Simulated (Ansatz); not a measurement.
Ge2H6S⁺, that is (H3Ge)2S with one electron fewer. Total charge 1; doublet. Geometry B3LYP-D4/def2-SVP, that of the neutral singlet.

| atom | x (Å) | y (Å) | z (Å) |
| --- | --- | --- | --- |
| Ge1 | 0.746 | 1.289 | -0.852 |
| H2 | 1.706 | 1.391 | 0.352 |
| H3 | 1.442 | 1.753 | -2.143 |
| H4 | -0.513 | 2.138 | -0.576 |
| S5 | 0.177 | -0.856 | -1.214 |
| Ge6 | -0.736 | -1.337 | 0.784 |
| H7 | 0.318 | -1.198 | 1.902 |
| H8 | -1.918 | -0.388 | 1.074 |
| H9 | -1.222 | -2.792 | 0.673 |

(1) Estimate the α-spin orbital energies around the gap (eV) in Ansatz with PBE-D4/def2-TZVP, r2SCAN-D4/def2-TZVP, PBE0-D4/def2-TZVP.

Answers

(1) 
```
orbital  PBE-D4/def2-TZVP  r2SCAN-D4/def2-TZVP  PBE0-D4/def2-TZVP
 HOMO−5            -14.81               -15.25             -16.21
 HOMO−4            -14.48               -14.90             -15.92
 HOMO−3            -13.70               -14.03             -14.92
 HOMO−2            -13.37               -13.73             -14.66
 HOMO−1            -13.16               -13.50             -14.42
   HOMO            -13.01               -13.48             -14.41
   LUMO             -6.66                -6.42              -5.81
 LUMO+1             -6.48                -6.24              -5.57
 LUMO+2             -5.29                -5.03              -4.47
 LUMO+3             -4.89                -4.57              -4.01
 LUMO+4             -4.84                -4.40              -3.95
 LUMO+5             -4.06                -3.62              -3.12
 β HOMO            -13.11               -13.45             -14.37
 β LUMO            -11.87               -11.70             -11.00
```
